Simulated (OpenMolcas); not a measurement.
Mn3+ (d4) among equal point charges was computed by CASSCF with the d shell active (OpenMolcas, ANO-RCC-VDZP on the metal). Its lowest spin-free states, and all those of the highest spin:

| 2S+1 | Degeneracy | E (cm-1) |
| --- | --- | --- |
| 5 | 1 | 0.0 |
| 5 | 1 | 3945 |
| 5 | 1 | 7910 |
| 5 | 2 | 10072 |
| 3 | 2 | 19675 |
| 3 | 1 | 21131 |
| 3 | 1 | 24461 |
| 3 | 1 | 25685 |
| 3 | 1 | 26057 |
| 3 | 2 | 26637 |
| 3 | 2 | 26969 |
| 3 | 1 | 27864 |

Problem. Is the site octahedral, tetrahedral or cube-like, axial, or of lower symmetry?

Solution. The states with 2S+1 = 5 have orbital degeneracies 1, 1, 1, 2. There are pairs but no triples, so the site is axial: not cubic, but with a proper or improper axis of order three or more. The run had Mn3+ among 6 point charges of -2 e arranged as a tetragonal octahedron (D4h), 1.68 Å from the ion, with the axial distance 1.798 Å. The active orbitals were held to one l.

Without dynamic correlation the repulsion within the d shell is too large (B by tens of per cent), so at a given field states of lower spin stand too high. This is an electrostatic model: the charges have no orbitals. No measured value stands beside these numbers.
